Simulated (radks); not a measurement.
Species: Au III. Configuration: [Xe] 4f14 5d9.

All-electron calculation, scalar-relativistic Kohn-Sham, PBE, spin-polarised, spherical densities, finite nucleus; open shells are filled with parallel spins first (spin-orbit coupling, left out, can overturn this in heavy ions); Fermi nuclear charge, rms radius 5.4371 fm; hard spherical wall at 8 bohr. Program: a radial shooting solver on a logarithmic mesh with Libxc functionals.

Energy parts (eV):
total: -517193.22
kinetic: 578344.73
electron-nucleus: -1284998.83
Hartree: 199300.12
exchange-correlation: -9839.24

Orbitals (lengths in bohr, moments of r in powers of bohr; r(90%) holds 90 % of the orbital's charge):
orbital  occ.  eigenvalue (eV)  r(90%)       <r^4>   <1/r>
1s down     1        -80763.17  0.0308   4.249e-07   95.70
1s up       1        -80763.17  0.0308   4.249e-07   95.70
2s up       1        -14268.70   0.111  0.00006227   22.44
2s down     1        -14268.62   0.111  0.00006227   22.44
2p up       3        -12342.45   0.105  0.00005052   19.97
2p down     3        -12342.39   0.105  0.00005052   19.97
3s up       1        -3384.420   0.270    0.002251   8.321
3s down     1        -3384.392   0.270    0.002251   8.321
3p up       3        -2825.386   0.277    0.002474   7.592
3p down     3        -2825.355   0.277    0.002474   7.592
3d up       5        -2227.104   0.260    0.001902   7.145
3d down     5        -2227.049   0.260    0.001902   7.145
4s up       1        -751.5650   0.583     0.05048   3.566
4s down     1        -751.4929   0.584     0.05048   3.566
4p up       3        -568.1716   0.629     0.06750   3.221
4p down     3        -568.1050   0.629     0.06749   3.221
4d up       5        -347.6597   0.684     0.09353   2.886
4d down     5        -347.5827   0.684     0.09345   2.886
5s up       1        -130.1611    1.32       1.348   1.460
5s down     1        -129.6655    1.32       1.343   1.462
4f up       7        -102.8882   0.801      0.1874   2.462
4f down     7        -102.7777   0.800      0.1863   2.463
5p up       3         -81.5908    1.55       2.520   1.240
5p down     3         -80.9790    1.55       2.513   1.242
5d up       5         -27.6570    2.29       12.04  0.8747
5d down     4         -26.9841    2.30       12.34  0.8732
6s up       0         -22.9393    3.51       64.61  0.5235
6s down     0         -22.5330    3.54       66.55  0.5191
6p up       0         -14.7135    4.45       161.2  0.4063
6p down     0         -14.4593    4.48       166.0  0.4023
5f up       0          -2.8853    6.07       559.5  0.2570
5f down     0          -2.7670    6.10       572.5  0.2540

The highest occupied level is 5d down at -26.984 eV. The pressure on the wall is 0.000357 GPa.
